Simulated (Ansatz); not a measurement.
Reactions of `[NH2][Al]([F])[SH]`.

Calculated with Ansatz (gas phase, PBE0-D4/def2-TZVP geometries, no zero-point term in ΔE). CCSD(T)/CBS adds triple-zeta CCSD(T) − MP2 to the extrapolated MP2 energy (def2 sets, frozen cores). This one scheme is used for every species, atoms too. DFT in def2-TZVPP. Open shells (•) are unrestricted, without spin–orbit coupling. Spin–orbit coupling would lower the free atoms: a little for Al, F, S. def2 core potentials past Kr. Bonds to In, Mo are less sure, by a few kJ/mol each and by 10 to 20 or more in all where they break to atoms, as the def2 sets lack core-valence functions. One conformer a species, not always the lowest.

```tsv
reaction	PBE-D4 (kcal/mol)
`[NH2][Al]([F])[SH]` + `O[SiH]([SiH3])N[SiH3]` → `[NH2][Al]([F])[NH][SiH3]` + `O[SiH]([SiH3])S`	3.9
`[NH2][Al]([F])[SH]` + `N[SiH3]` → `[NH2][Al]([F])[NH][SiH3]` + H₂S	3.9
`[NH2][Al]([F])[SH]` → `[NH2][Al][SH]`• + F•	156.2
`[NH2][Al]([F])[SH]` + H₂O → `[OH][Al]([F])[SH]` + NH₃	-9.9
`[NH2][Al]([F])[SH]` + `[F][In]([O][SiH3])[O][SiH3]` → `[NH2][Al]([F])[O][SiH3]` + `[F][In]([SH])[O][SiH3]`	-24.7
`[NH2][Al]([F])[SH]` → `[NH2][Al][F]`• + `[SH]`•	95.5
`[NH2][Al]([F])[SH]` → Al• + F• + 3 H• + N• + S•	594.9
`[NH2][Al]([F])[SH]` + `[O]=[Mo](=[O])([OH])[OH]` → `[NH2][Al]([OH])[SH]` + `[O]=[Mo](=[O])([OH])[F]`	5.6
`[NH2][Al]([F])[SH]` + H₂S → `[F][Al]([SH])[SH]` + NH₃	-6.4
`[NH2][Al]([F])[SH]` + H₂S → `[NH2][Al]([SH])[SH]` + H–F	15.7
```

(1) Give the CCSD(T)/CBS values in the same order. (An estimate is asked.)

Largest T1 diagnostic: 0.025, for `[O]=[Mo](=[O])([OH])[OH]`.

Results:

(1) Ansatz gave: 4.0, 2.1, 160.8, -9.8, -25.0, 99.1, 591.8, 6.9, -4.9, 17.1 kcal/mol.
